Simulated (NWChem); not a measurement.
System: BP₂H₅; SMILES PBP

Here is an NWChem input.

```
start job
memory heap 200 mb stack 900 mb global 1100 mb
geometry units angstroms noautoz
  B     -0.719086     0.048941     0.000000
  H     -1.928038    -0.088982     0.000000
  P      0.149962    -0.106532    -1.667571
  H     -0.688058     0.722452    -2.480187
  H      1.263411     0.787650    -1.541603
  P      0.149962    -0.106532     1.667571
  H      1.263411     0.787650     1.541603
  H     -0.688058     0.722452     2.480187
end
basis spherical
  B library aug-cc-pvdz
  H library aug-cc-pvdz
  P library aug-cc-pvdz
end
dft
  xc xpbe96 cpbe96
  iterations 150
  mulliken
end
task dft energy
```

Structure relaxed at the PBE-D3(BJ)/def2-SVP level.

Problem. What results follow from this input? (PBE/aug-cc-pVDZ.) Quantities: basis functions; energy (Ha); highest occupied level (eV); orbital gap (eV); dipole (D).

Solution. 
```yaml
number_of_basis_functions: 122
energy (Ha): -710.18
highest occupied level (eV): -6.08
orbital gap (eV): 3.40
dipole (D): 1.22
```
